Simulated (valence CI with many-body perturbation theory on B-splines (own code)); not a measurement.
## Co VI: calculated level list

Computed by relativistic CI+MBPT: four valence electrons over a frozen Dirac-Fock core [Ar], radial functions for each j: 9 s, 9 p, 10 d, 8 f, 5 g, 3 h, 1 i, with the one-electron correlation potential Σ1, the two-electron term Σ2, the three-electron term Σ3, Breit, model QED; selected CI, second order for the rest, scaled by the run's own slope (own B-spline code, finite nucleus).

Against 58 measured levels this calculation errs by 1734 cm⁻¹ on average and by 4406 at most. These come from a selection out of Sugar and Corliss, J. Phys. Chem. Ref. Data 10, 1097 (1981). Levels without a partner in it may be off by more, other configurations by 1,000 to 8,000 cm⁻¹. Only levels of the ground parity were solved; by the run's estimate the other parity begins above the list, which can be wrong where configurations are misplaced.

Levels 46 to 64 of 64, with energies above the lowest level, 3d4 5D_0. "Leading %" is the weight of the configuration and term that name the level; weights of strongly mixed levels are sums over their largest components and can fall short. In the jj column 3d3/2^4 stands for four electrons in 3d with j = 3/2. Lifetimes count E1, E2, E3, M1 and M2 decay at the calculated energies, and are blank where another channel may lead or the interval is too uncertain; long ones can be off by a factor of two.

```
No.  Configuration  Term  J  E (eV)  Leading %               Leading jj  Lifetime
 46         3d3.4s    3G  3  36.546         99  3d3/2 3d5/2^2 4s (50 %)   12.6 μs
 47         3d3.4s    3G  4  36.589         97  3d3/2^2 3d5/2 4s (50 %)   12.5 μs
 48         3d3.4s    3G  5  36.657         96  3d3/2^2 3d5/2 4s (50 %)   12.4 μs
 49         3d3.4s    3P  0  37.097         98  3d3/2^2 3d5/2 4s (87 %)   9.06 μs
 50         3d3.4s    3P  1  37.136         91  3d3/2^2 3d5/2 4s (51 %)   8.75 μs
 51         3d3.4s    1G  4  37.159         88  3d3/2^2 3d5/2 4s (63 %)   8.57 μs
 52         3d3.4s    3P  2  37.273         98  3d3/2 3d5/2^2 4s (57 %)   7.96 μs
 53         3d3.4s    3P  2  37.421         66  3d3/2 3d5/2^2 4s (42 %)   11.5 μs
 54         3d3.4s    3P  1  37.429         79  3d3/2 3d5/2^2 4s (55 %)   10.4 μs
 55         3d3.4s    3P  0  37.475         99  3d3/2 3d5/2^2 4s (88 %)   9.90 μs
 56         3d3.4s    3H  4  37.598         88  3d3/2 3d5/2^2 4s (50 %)   11.1 μs
 57         3d3.4s    3H  5  37.603         97  3d3/2 3d5/2^2 4s (66 %)   11.4 μs
 58         3d3.4s    3D  1  37.615         66  3d3/2 3d5/2^2 4s (52 %)   11.2 μs
 59         3d3.4s    3H  6  37.644         99  3d3/2 3d5/2^2 4s (99 %)   11.4 μs
 60         3d3.4s    3D  3  37.754         99  3d3/2 3d5/2^2 4s (52 %)   11.4 μs
 61         3d3.4s    3D  2  37.776         69        3d5/2^3 4s (62 %)   11.5 μs
 62         3d3.4s    1P  1  38.112         83        3d5/2^3 4s (65 %)   9.39 μs
 63         3d3.4s    1H  5  38.179         98  3d3/2 3d5/2^2 4s (77 %)   7.94 μs
 64         3d3.4s    1D  2  38.287         95  3d3/2 3d5/2^2 4s (45 %)   8.39 μs
```

Names give the largest LS component (configuration and term), which can be under half, so a name can repeat, a term be missing and a line seem to break the LS rules; names also repeat where a configuration has a term twice.

Where two levels of one J and parity lie close, their mixing, g and order are uncertain.
